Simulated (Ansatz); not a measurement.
FH₃HfO₂Se (`[OH][Hf]([OH])([F])[SeH]`). The species carries charge 0 and has multiplicity 1. Hf: def2 effective core potential.

```xyz
8

O    -0.700   -1.458    0.633
Hf    0.114   -0.047   -0.356
O     1.991    0.118   -0.087
F    -0.256   -0.353   -2.206
Se   -0.885    2.233    0.404
H    -0.947   -2.169    1.215
H     2.921    0.013    0.087
H    -2.239    1.663    0.310
```

(1) List the harmonic frequencies (cm⁻¹, unscaled) at PBE0-D4/def2-TZVP in Ansatz. (Best estimate.)

(2) Is this a minimum?

(3) Give the ideal-gas thermochemistry at 298.15 K and 1 bar (rigid rotor, harmonic oscillator; point group C1, symmetry number 1).

(4) And at 400, 500, 600, 800 and 1000 K?

(5) Rotational constants (cm⁻¹)?

Answers

(1) The calculation gave: 84, 104, 116, 145, 155, 172, 186, 228, 241, 271, 338, 459, 630, 702, 725, 2423, 4015, 4020.

(2) Yes, all 18 modes are real.

(3) Zero-point energy 89.8 kJ/mol; H(298) − E = 118.5 kJ/mol; entropy 422.8 J/(mol·K), of which translation 180.5, rotation 122.7, vibration 119.7; G(298) − E = -7.6 kJ/mol. Modes under 100 cm⁻¹ are hindered rotations or soft bends, so the harmonic entropy is rough.

(4) 
```tsv
T (K)	H − E (kJ/mol)	S (J/mol/K)	G − E (kJ/mol)
400	132.7	463.7	-52.8
500	147.2	496.2	-100.9
600	162.2	523.5	-151.9
800	193.0	567.8	-261.2
1000	224.7	603.1	-378.4
```

(5) 0.09201, 0.03054, 0.03018.
